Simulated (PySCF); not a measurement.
Geometry (Å), atoms numbered from 1 in this order:
```xyz
16

N    -3.711    2.233   -0.283
C    -2.959    1.381   -0.407
C    -1.995    0.319   -0.540
C    -0.845    0.505    0.463
C     0.122   -0.580    0.377
N     0.452   -1.669   -0.154
C     1.396   -1.100    0.863
C     2.686   -0.492    0.379
F     2.809    0.802    0.850
H    -1.608    0.319   -1.562
H    -2.494   -0.638   -0.366
H    -1.233    0.541    1.487
H    -0.324    1.452    0.287
H     1.431   -1.591    1.829
H     2.707   -0.431   -0.714
H     3.558   -1.041    0.745
```

Geometry: GFN2-xTB; GIAO absolute shieldings from PySCF 2.14.0 with density-fitted response routines, gas phase, non-relativistic, averaged over equivalent atoms.

At PBE0/pcSseg-1 (188 basis functions, 18 s wall time on 1 thread of an AMD EPYC 9R14, shared host):
```json
{"atoms": "N6", "σ (ppm)": "-54.9"}
{"atoms": "N1", "σ (ppm)": "-34.2"}
{"atoms": "C5", "σ (ppm)": "3.8"}
{"atoms": "C2", "σ (ppm)": "64.0"}
{"atoms": "C8", "σ (ppm)": "92.0"}
{"atoms": "C7", "σ (ppm)": "154.7"}
{"atoms": "C4", "σ (ppm)": "155.8"}
{"atoms": "C3", "σ (ppm)": "173.9"}
{"atoms": "F9", "σ (ppm)": "423.2"}
{"atoms": "H16", "σ (ppm)": "26.24"}
{"atoms": "H15", "σ (ppm)": "27.91"}
{"atoms": "H13", "σ (ppm)": "28.02"}
{"atoms": "H12", "σ (ppm)": "28.28"}
{"atoms": "H11", "σ (ppm)": "28.90"}
{"atoms": "H10", "σ (ppm)": "28.94"}
{"atoms": "H14", "σ (ppm)": "29.68"}
```

What do these become at PW91/pcSseg-1?

Results:


```json
{"atoms": "N6", "σ at PW91/pcSseg-1": "-54.6", "change": "+0.3"}
{"atoms": "N1", "σ at PW91/pcSseg-1": "-33.5", "change": "+0.7"}
{"atoms": "C5", "σ at PW91/pcSseg-1": "1.1", "change": "-2.7"}
{"atoms": "C2", "σ at PW91/pcSseg-1": "62.7", "change": "-1.3"}
{"atoms": "C8", "σ at PW91/pcSseg-1": "82.8", "change": "-9.2"}
{"atoms": "C7", "σ at PW91/pcSseg-1": "146.2", "change": "-8.5"}
{"atoms": "C4", "σ at PW91/pcSseg-1": "148.1", "change": "-7.7"}
{"atoms": "C3", "σ at PW91/pcSseg-1": "167.7", "change": "-6.2"}
{"atoms": "F9", "σ at PW91/pcSseg-1": "409.1", "change": "-14.1"}
{"atoms": "H16", "σ at PW91/pcSseg-1": "26.01", "change": "-0.23"}
{"atoms": "H15", "σ at PW91/pcSseg-1": "27.70", "change": "-0.21"}
{"atoms": "H13", "σ at PW91/pcSseg-1": "27.91", "change": "-0.11"}
{"atoms": "H12", "σ at PW91/pcSseg-1": "28.18", "change": "-0.10"}
{"atoms": "H11", "σ at PW91/pcSseg-1": "28.82", "change": "-0.08"}
{"atoms": "H10", "σ at PW91/pcSseg-1": "28.86", "change": "-0.08"}
{"atoms": "H14", "σ at PW91/pcSseg-1": "29.61", "change": "-0.07"}
```

The largest change is at F9 (fluorine on an sp3 carbon). Cost: 188 basis functions, 28 s wall time on 1 thread of an AMD EPYC 9R14, shared host. The order of the carbon signals is the same at both levels.
